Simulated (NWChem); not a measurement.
System: NbH3O4; SMILES [Nb](=[O])([OH])([OH])[OH]

The following NWChem deck was run.

```
start job
memory heap 200 mb stack 900 mb global 1100 mb
geometry units angstroms noautosym nocenter noautoz
  Nb     0.000000     0.000000    -0.052287
  O      0.000000     0.000000     1.645184
  O     -0.741653     1.635085    -0.663307
  H     -1.089402     2.401836    -0.199177
  O     -1.045198    -1.459833    -0.663307
  H     -1.535350    -2.144368    -0.199177
  O      1.786851    -0.175252    -0.663307
  H      2.624752    -0.257468    -0.199177
end
basis spherical
  * library def2-svpd
end
ecp
  Nb library def2-ecp
end
dft
  xc xcamb88 1.00 lyp 0.81 vwn_5 0.19 hfexch 1.00
  cam 0.33 cam_alpha 0.19 cam_beta 0.46
  iterations 150
end
property
  response 1 0.0
end
task dft property
```

Coordinates come from a PBE0/def2-SVP optimisation. No frequency run checked for a minimum. def2 effective core potentials on Nb; no spin-orbit coupling.

Static field.

### Question
What results follow from this input? (CAM-B3LYP/def2-SVPD with def2 effective core potentials on Nb.) Quantities: isotropic polarisability (bohr³); anisotropy (bohr³).

### Answer
```
Property                          Value
--------------------------------  -----
isotropic polarisability (bohr³)   53.8
anisotropy (bohr³)                  2.6
```
